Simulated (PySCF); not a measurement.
A calculated (TPSS, PySCF 2.14, aug-cc-pVDZ-DK, scalar relativity by spin-free X2C-1e) atom or ion has these occupied shells.

| shell | electrons | orbital energy (eV) | rms radius, mean of both spins (bohr) |
| --- | --- | --- | --- |
| 1s α | 1 | -11003.7 | 0.0541 |
| 1s β | 1 | -11003.7 | 0.0541 |
| 2s α | 1 | -1409.9 | 0.227 |
| 2s β | 1 | -1409.9 | 0.227 |
| 2p α | 3 | -1235.3 | 0.203 |
| 2p β | 3 | -1235.3 | 0.203 |
| 3s α | 1 | -204.47 | 0.669 |
| 3s β | 1 | -204.34 | 0.669 |
| 3p α | 3 | -150.91 | 0.700 |
| 3p β | 3 | -150.76 | 0.700 |
| 3d α | 5 | -63.548 | 0.816 |
| 3d β | 5 | -63.255 | 0.816 |
| 4s α | 1 | -41.055 | 1.99 |

Task: Name the element and its charge.

Result: Ge³⁺ (germanium, charge +3), in [Ar] 3d10 4s1, 2S determinant.
